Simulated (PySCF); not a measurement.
**Electronic absorption of C7H3F3**

Compound: C7H3F3.
SMILES: `C#CC#C/C=C/C(F)(F)F`

The calculation used TDDFT CAM-B3LYP/def2-SVPD, vertical, gas phase, core orbitals frozen in the response in PySCF. Geometry: GFN2-xTB; no solvent, vibrations or thermal averaging. Torsions of this conformer, `[CH:1]#[C:2][C:3]#[C:4]/[CH:5]=[CH:6]/[C:7]([F:8])([F:9])[F:10]`: C5–C6–C7–F8 0°.

| state | E (eV) | E (hartree) | f | symmetry | main configurations (H = HOMO, L = LUMO) |
| --- | --- | --- | --- | --- | --- |
| S1 | 4.04 | 0.1484 | 0.0000 | – | H-1→L (93%) |
| S2 | 4.42 | 0.1624 | 0.201 | A′ | H→L (70%), H-1→L+1 (25%) |
| S3 | 4.73 | 0.1737 | 0.0000 | – | H→L+1 (94%) |
| S4 | 6.25 | 0.2295 | 1.047 | A′ | H-1→L+1 (37%), H→L (23%), H→L+3 (18%) |
| S5 | 6.53 | 0.2398 | 0.0000 | – | H-3→L (51%), H-1→L+3 (40%) |
| S6 | 6.99 | 0.2570 | 0.0014 | – | H→L+2 (82%) |
| S7 | 7.14 | 0.2623 | 0.039 | A′ | H-2→L (62%), H→L+3 (21%) |
| S8 | 7.18 | 0.2639 | 0.0000 | – | H-2→L+1 (65%), H-4→L+1 (12%), H→L+2 (9%) |

Triplets, Tamm–Dancoff:

```json
{"state": "T1", "E (eV)": "2.88", "λ (nm)": "430.3", "main configurations (H = HOMO, L = LUMO)": "H→L (90%)"}
{"state": "T2", "E (eV)": "3.76", "λ (nm)": "329.4", "main configurations (H = HOMO, L = LUMO)": "H-1→L (83%)"}
{"state": "T3", "E (eV)": "4.05", "λ (nm)": "306.0", "main configurations (H = HOMO, L = LUMO)": "H-1→L+1 (89%)"}
```

The lowest singlet comes at 307 nm (390 kJ/mol) in the ultraviolet; it is dark (f under 0.0005); its leading configuration is HOMO-1→LUMO (93%). The most intense listed level is S4 at 6.25 eV (198 nm, f = 1.047), 2.21 eV above S1. Löwdin shares by element: HOMO carbon 70% or more (atoms not listed hold the other 30%); LUMO carbon 66% or more (atoms not listed hold the other 34%). Of the 8 states listed, 3 reach f = 0.01 and 4 stay under 0.0005. The oscillator strengths of these states sum to 1.289; summed over the whole spectrum of an exact calculation they would give the number of electrons, 72 (Thomas–Reiche–Kuhn). Weighted by f, the mean energy of these states is 5.99 eV. Symmetry labels in Cs follow from the direction of the transition dipole and are given only for states with f of 0.002 or more. Only the lowest 8 singlets were computed, as vertical energies without vibronic structure.

Hardware: x86-64 server, one thread, shared host. Cost: 79 s.
